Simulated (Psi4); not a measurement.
CH6GeO4, singlet, at a GFN2-xTB geometry, atoms displaced at random by about 0.08 Å a coordinate; PBE0/STO-3G, gradient (Psi4).

Input for Psi4:
```
memory 2 GB

molecule mol {
0 1
C     2.425476   -0.389056   -0.021199
O     1.264327    0.408794    0.125266
Ge   -0.327257    0.033176   -0.004131
O    -0.894173   -0.897722    1.383516
O    -1.055406    1.695422    0.020382
O    -0.649402   -0.946841   -1.398937
H     2.178146   -1.196176   -0.953692
H     2.558653   -1.239735    0.724483
H     3.342423    0.121112   -0.232112
H    -1.022047   -0.255583    2.146281
H    -0.763675    2.112633   -0.547646
H    -1.247147   -1.362566   -1.352647
symmetry c1
no_reorient
no_com
}

set {
  basis sto-3g
  reference rks
}

gradient('pbe0')
print_variables()
```

Output, abridged:

```
gradient() will perform analytic gradient computation.

   => Loading Basis Set <=

    Name: STO-3G
    Role: ORBITAL
    Keyword: BASIS

         ---------------------------------------------------------
                                   SCF
               by Justin Turney, Rob Parrish, Andy Simmonett
                          and Daniel G. A. Smith
                              RKS Reference
         ---------------------------------------------------------

  ==> Geometry <==

    Molecular point group: c1
    Full point group: C1

    Geometry (in Angstrom), charge = 0, multiplicity = 1:

       Center              X                  Y                   Z               Mass
    ------------   -----------------  -----------------  -----------------  -----------------
         C            2.425476000000    -0.389056000000    -0.021199000000    12.000000000000
         O            1.264327000000     0.408794000000     0.125266000000    15.994914619570
         GE          -0.327257000000     0.033176000000    -0.004131000000    73.921177761000
         O           -0.894173000000    -0.897722000000     1.383516000000    15.994914619570
         O           -1.055406000000     1.695422000000     0.020382000000    15.994914619570
         O           -0.649402000000    -0.946841000000    -1.398937000000    15.994914619570
         H            2.178146000000    -1.196176000000    -0.953692000000     1.007825032230
         H            2.558653000000    -1.239735000000     0.724483000000     1.007825032230
         H            3.342423000000     0.121112000000    -0.232112000000     1.007825032230
         H           -1.022047000000    -0.255583000000     2.146281000000     1.007825032230
         H           -0.763675000000     2.112633000000    -0.547646000000     1.007825032230
         H           -1.247147000000    -1.362566000000    -1.352647000000     1.007825032230

  Running in c1 symmetry.

  Rotational constants: A =      0.10893  B =      0.07022  C =      0.06608 [cm^-1]
  Rotational constants: A =   3265.78439  B =   2105.08266  C =   1981.03163 [MHz]
  Nuclear repulsion =  553.600902050194236

  Charge       = 0
  Multiplicity = 1
  Electrons    = 76
  Nalpha       = 38
  Nbeta        = 38

  ==> Algorithm <==

  SCF Algorithm Type is DF.
  DIIS enabled.
  MOM disabled.
  Fractional occupation disabled.
  Guess Type is SAD.
  Energy threshold   = 1.00e-08
  Density threshold  = 1.00e-08
  Integral threshold = 1.00e-12

  ==> Primary Basis <==

  Basis Set: STO-3G
    Blend: STO-3G
    Number of shells: 29
    Number of basis functions: 49
    Number of Cartesian functions: 50
    Spherical Harmonics?: true
    Max angular momentum: 2

  ==> DFT Potential <==

   => LibXC <=

    Version 7.1.2
    S. Lehtola, C. Steigemann, M. J. T. Oliveira, and M. A. L. Marques,  SoftwareX 7, 1–5 (2018) (10.1016/j.softx.2017.11.002)

   => Composite Functional: PBE0 <=

    PBE0 Hyb-GGA Exchange-Correlation Functional

    C. Adamo and V. Barone,  J. Chem. Phys. 110, 6158 (1999) (10.1063/1.478522)
    M. Ernzerhof and G. E. Scuseria,  J. Chem. Phys. 110, 5029 (1999) (10.1063/1.478401)

    Deriv               =              1
    GGA                 =           TRUE
    Meta                =          FALSE

    Exchange Hybrid     =           TRUE
    MP2 Hybrid          =          FALSE

   => Exchange Functionals <=

    0.7500   Perdew, Burke & Ernzerhof

   => Exact (HF) Exchange <=

    0.2500               HF

   => Correlation Functionals <=

    1.0000   Perdew, Burke & Ernzerhof

   => LibXC Density Thresholds  <==

    XC_HYB_GGA_XC_PBEH:  1.00E-15

   => Molecular Quadrature <=

    Radial Scheme          =       TREUTLER
    Pruning Scheme         =           NONE
    Nuclear Scheme         =       TREUTLER

    Blocking Scheme        =         OCTREE
    BS radius alpha        =              1
    Pruning alpha          =              1
    Radial Points          =             75
    Spherical Points       =            302
    Total Points           =         254816
    Total Blocks           =           1923
    Max Points             =            256
    Max Functions          =             45
    Weights Tolerance      =       1.00E-15

   => Loading Basis Set <=

    Name: (STO-3G AUX)
    Role: JKFIT
    Keyword: DF_BASIS_SCF

  ==> Integral Setup <==

  SCF_SUBTYPE=INCORE selected. In-core MEM_DF algorithm will be used.
  Using in-core AOs.

  ==> MemDFJK: Density-Fitted J/K Matrices <==

    J tasked:                   Yes
    K tasked:                   Yes
    wK tasked:                   No
    Algorithm:                 Core
    Schwarz Cutoff:           1E-12
    Mask sparsity (%):       3.5818
    Fitting Condition:        1E-10

   => Auxiliary Basis Set <=

  Basis Set: (STO-3G AUX)
    Blend: DEF2-UNIVERSAL-JKFIT
    Number of shells: 221
    Number of basis functions: 757
    Number of Cartesian functions: 952
    Spherical Harmonics?: true
    Max angular momentum: 5

  Minimum eigenvalue in the overlap matrix is 2.1309811192E-01.
  Reciprocal condition number of the overlap matrix is 9.7387730701E-02.
    Using symmetric orthogonalization.

  ==> Pre-Iterations <==

  SCF Guess: Superposition of Atomic Densities via on-the-fly atomic UHF (no occupation information).

   -------------------------
    Irrep   Nso     Nmo
   -------------------------
     A         49      49
   -------------------------
    Total      49      49
   -------------------------

  ==> Iterations <==

                           Total Energy        Delta E     RMS |[F,P]|

   @DF-RKS iter SAD: -2387.20546991590709   -2.38721e+03   0.00000e+00
   @DF-RKS iter   1: -2389.97262731264664   -2.76716e+00   1.23634e-02 ADIIS/DIIS
   @DF-RKS iter   2: -2390.13005685059352   -1.57430e-01   6.97506e-03 ADIIS/DIIS
   @DF-RKS iter   3: -2390.20706298413461   -7.70061e-02   1.60910e-03 ADIIS/DIIS
   @DF-RKS iter   4: -2390.21102727715061   -3.96429e-03   3.42009e-04 ADIIS/DIIS
[...]
  @DF-RKS Final Energy: -2390.21121681802060
    Total Energy =                      -2390.2112168180206027
[...]
     Multipole            Electronic (a.u.)      Nuclear  (a.u.)        Total (a.u.)
 ------------------------------------------------------------------------------------

 L = 1.  Multiply by 2.5417464519 to convert [e a0] to [Debye]
 Dipole X            :          2.9250490           -2.9295423           -0.0044932
 Dipole Y            :          1.8525077           -1.9195743           -0.0670666
 Dipole Z            :         -1.1418075            1.0716580           -0.0701495
 Magnitude           :                                                    0.0971549

 ------------------------------------------------------------------------------------

         ------------------------------------------------------------
                                   SCF GRAD
                          Rob Parrish, Justin Turney,
                       Andy Simmonett, and Alex Sokolov
         ------------------------------------------------------------

  ==> Geometry <==

    Molecular point group: c1
    Full point group: C1

    Geometry (in Angstrom), charge = 0, multiplicity = 1:

       Center              X                  Y                   Z               Mass
    ------------   -----------------  -----------------  -----------------  -----------------
         C            2.425476000000    -0.389056000000    -0.021199000000    12.000000000000
         O            1.264327000000     0.408794000000     0.125266000000    15.994914619570
         GE          -0.327257000000     0.033176000000    -0.004131000000    73.921177761000
         O           -0.894173000000    -0.897722000000     1.383516000000    15.994914619570
         O           -1.055406000000     1.695422000000     0.020382000000    15.994914619570
         O           -0.649402000000    -0.946841000000    -1.398937000000    15.994914619570
         H            2.178146000000    -1.196176000000    -0.953692000000     1.007825032230
         H            2.558653000000    -1.239735000000     0.724483000000     1.007825032230
         H            3.342423000000     0.121112000000    -0.232112000000     1.007825032230
         H           -1.022047000000    -0.255583000000     2.146281000000     1.007825032230
         H           -0.763675000000     2.112633000000    -0.547646000000     1.007825032230
         H           -1.247147000000    -1.362566000000    -1.352647000000     1.007825032230

  Nuclear repulsion =  553.600902050194236

  ==> Basis Set <==

  Basis Set: STO-3G
    Blend: STO-3G
    Number of shells: 29
    Number of basis functions: 49
    Number of Cartesian functions: 50
    Spherical Harmonics?: true
    Max angular momentum: 2

  ==> DFJKGrad: Density-Fitted SCF Gradients <==

    Gradient:                    1
    J tasked:                  Yes
    K tasked:                  Yes
    wK tasked:                  No
    Integrals threads:           1
    Schwarz Cutoff:          1E-12
    Fitting Condition:       1E-10

   => Auxiliary Basis Set <=

  Basis Set: (STO-3G AUX)
    Blend: DEF2-UNIVERSAL-JKFIT
    Number of shells: 221
    Number of basis functions: 757
    Number of Cartesian functions: 952
    Spherical Harmonics?: true
    Max angular momentum: 5

  ==> DFT Potential <==

   => LibXC <=

    Version 7.1.2
    S. Lehtola, C. Steigemann, M. J. T. Oliveira, and M. A. L. Marques,  SoftwareX 7, 1–5 (2018) (10.1016/j.softx.2017.11.002)

   => Composite Functional: PBE0 <=

    PBE0 Hyb-GGA Exchange-Correlation Functional

    C. Adamo and V. Barone,  J. Chem. Phys. 110, 6158 (1999) (10.1063/1.478522)
    M. Ernzerhof and G. E. Scuseria,  J. Chem. Phys. 110, 5029 (1999) (10.1063/1.478401)

    Deriv               =              1
    GGA                 =           TRUE
    Meta                =          FALSE

    Exchange Hybrid     =           TRUE
    MP2 Hybrid          =          FALSE

   => Exchange Functionals <=

    0.7500   Perdew, Burke & Ernzerhof

   => Exact (HF) Exchange <=

    0.2500               HF

   => Correlation Functionals <=

    1.0000   Perdew, Burke & Ernzerhof

   => LibXC Density Thresholds  <==

    XC_HYB_GGA_XC_PBEH:  1.00E-15

   => Molecular Quadrature <=

    Radial Scheme          =       TREUTLER
    Pruning Scheme         =           NONE
    Nuclear Scheme         =       TREUTLER

    Blocking Scheme        =         OCTREE
    BS radius alpha        =              1
    Pruning alpha          =              1
    Radial Points          =             75
    Spherical Points       =            302
    Total Points           =         254816
    Total Blocks           =           1923
    Max Points             =            256
    Max Functions          =             45
    Weights Tolerance      =       1.00E-15

  -Total Gradient:
     Atom            X                  Y                   Z
    ------   -----------------  -----------------  -----------------
       1        0.071091710605     0.124861264328     0.060739504214
       2       -0.028819015297    -0.023617200295    -0.010351349502
       3        0.031095324724    -0.010603696716     0.009547859506
       4        0.000657723901     0.001332333848     0.014020776657
       5        0.205489570074     0.353787934171    -0.424399226184
       6       -0.599794527128    -0.432009469154     0.021962012177
       7       -0.027243305494    -0.055116858701    -0.037194333984
       8       -0.004166465615    -0.032394240935    -0.010292078185
       9       -0.021705127072    -0.020757978884     0.001033683163
      10        0.000369309770    -0.007246339591    -0.002838077227
      11       -0.219570907147    -0.310399102131     0.424557831337
      12        0.593066923551     0.412226235860    -0.046981055656

  Variable Map:
  ----------------------------------------------------------------------------
[...]
  Array Variable Map:
  ----------------------------------------------------------------------------
[...]
[...]
```
